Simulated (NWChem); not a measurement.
System: GeH₃OCl; SMILES [OH][GeH2][Cl]

NWChem input:

```
start job
memory heap 200 mb stack 900 mb global 1100 mb
geometry units angstroms noautoz
  Ge    -0.344579    -0.443021    -0.018948
  O      1.140023    -1.396005    -0.109673
  Cl     0.156175     1.663068    -0.038287
  H     -1.117609    -0.779932    -1.293106
  H     -1.095700    -0.691511     1.298351
  H      1.747820    -1.230590     0.619647
end
basis spherical
  * library def2-svp
end
dft
  xc r2scan
  grid xcoarse
  iterations 150
  mulliken
end
task dft gradient
```

Output (shortened):

```
             Northwest Computational Chemistry Package (NWChem) 7.3.0
             --------------------------------------------------------

 C1  symmetry detected

                             Geometry "geometry" -> ""
                             -------------------------

 Output coordinates in angstroms (scale by  1.889725989 to convert to a.u.)

  No.       Tag          Charge          X              Y              Z
 ---- ---------------- ---------- -------------- -------------- --------------
    1 Ge                  32.0000    -0.37178366    -0.42829223    -0.00092229
    2 O                    8.0000     1.06362328    -1.45620358    -0.05972558
    3 Cl                  17.0000     0.23651654     1.64935354    -0.01083925
    4 H                    1.0000    -1.13403282    -0.72725478    -1.29094578
    5 H                    1.0000    -1.16224752    -0.63583492     1.30034617
    6 H                    1.0000     1.66359004    -1.32094050     0.68218463

 Effective nuclear repulsion energy (a.u.)     278.1874362908

                                 NWChem DFT Module
                                 -----------------

 Summary of "ao basis" -> "ao basis" (spherical)
 ------------------------------------------------------------------------------
       Tag                 Description            Shells   Functions and Types
 ---------------- ------------------------------  ------  ---------------------
 Ge                         def2-svp                12       32   5s4p3d
 O                          def2-svp                 6       14   3s2p1d
 Cl                         def2-svp                 8       18   4s3p1d
 H                          def2-svp                 3        5   2s1p

            General Information
            -------------------
          SCF calculation type: DFT
          Wavefunction type:  closed shell.
          No. of atoms     :     6
          No. of electrons :    60
           Alpha electrons :    30
            Beta electrons :    30
          Charge           :     0
          Spin multiplicity:     1
          Use of symmetry is: off; symmetry adaption is: off
          Maximum number of iterations: 150
          AO basis - number of functions:    79
                     number of shells:    35
          Convergence on energy requested:  1.00D-06
          Convergence on density requested:  1.00D-05
          Convergence on gradient requested:  5.00D-04

              XC Information
              --------------
                      r^2SCAN Method XC Functional
               r^2SCAN metaGGA Exchange Functional  1.000
                     r^2SCAN Correlation Potential  1.000

             Grid Information
             ----------------
          Grid used for XC integration:  xcoarse
          Radial quadrature: Mura-Knowles
          Angular quadrature: Lebedev.
          Tag              B.-S. Rad. Rad. Pts. Rad. Cut. Ang. Pts.
          ---              ---------- --------- --------- ---------
          Ge                  1.25       75           7.0       194
          O                   0.60       21           8.0       194
          Cl                  1.00       42           9.0       194
          H                   0.35       21           9.0       194
          Grid pruning is: on
          Number of quadrature shells:   201
          Spatial weights used:  Erf1

      Superposition of Atomic Density Guess
      -------------------------------------

 Sum of atomic energies:       -2610.55600046

      Non-variational initial energy
      ------------------------------

 Total energy =   -2611.193197
 1-e energy   =   -4189.012081
 2-e energy   =    1299.631448
 HOMO         =      -0.373809
 LUMO         =       0.049721

     ---------------------------------------------
      Total Density - Mulliken Population Analysis
     ---------------------------------------------

    Atom       Charge   Shell Charges
 -----------   ------   -------------------------------------------------------
    1 Ge  32    30.85   2.00  2.00  2.00  0.99  0.19  6.00  5.98  0.93  0.63  8.14  1.81  0.20
    2 O    8     8.84   1.99  1.11  0.66  3.08  2.00  0.00
    3 Cl  17    17.47   2.00  1.99  1.23  0.73  5.94  2.17  3.41  0.01
    4 H    1     1.09   0.68  0.40  0.01
    5 H    1     1.09   0.68  0.41  0.01
    6 H    1     0.66   0.53  0.07  0.06

   convergence    iter        energy       DeltaE   RMS-Dens  Diis-err
 ---------------- ----- ----------------- --------- --------- ---------
 d= 0,ls=0.0,diis     1  -2613.6745203001 -2.89D+03  2.07D-02  6.65D-01
 d= 0,ls=0.0,diis     2  -2613.5218111913  1.53D-01  1.35D-02  2.11D+00
 d= 0,ls=0.0,diis     3  -2613.7484781415 -2.27D-01  3.06D-03  6.49D-02
 d= 0,ls=0.0,diis     4  -2613.7533235088 -4.85D-03  1.56D-03  1.19D-02
 d= 0,ls=0.0,diis     5  -2613.7550356916 -1.71D-03  2.82D-04  1.13D-03
  Resetting Diis
 d= 0,ls=0.0,diis     6  -2613.7551334327 -9.77D-05  4.31D-05  3.76D-05
 d= 0,ls=0.0,diis     7  -2613.7551355703 -2.14D-06  1.89D-05  8.10D-07
 d= 0,ls=0.0,diis     8  -2613.7551355418  2.86D-08  9.88D-06  1.34D-06

[...]

                         DFT ENERGY GRADIENTS

    atom               coordinates                        gradient
                 x          y          z           x          y          z
   1 Ge     -0.702569  -0.809355  -0.001743    0.010859   0.006367   0.000240
   2 O       2.009957  -2.751826  -0.112865    0.002386  -0.000888   0.001185
   3 Cl      0.446951   3.116826  -0.020483   -0.000331  -0.001248   0.000016
   4 H      -2.143011  -1.374312  -2.439534   -0.006602  -0.002062  -0.010770
   5 H      -2.196329  -1.201554   2.457298   -0.006173  -0.001883   0.009941
   6 H       3.143729  -2.496216   1.289142   -0.000138  -0.000287  -0.000612
```

Level: r2SCAN/def2-SVP. Geometry: optimised at PBE0/def2-SVP.
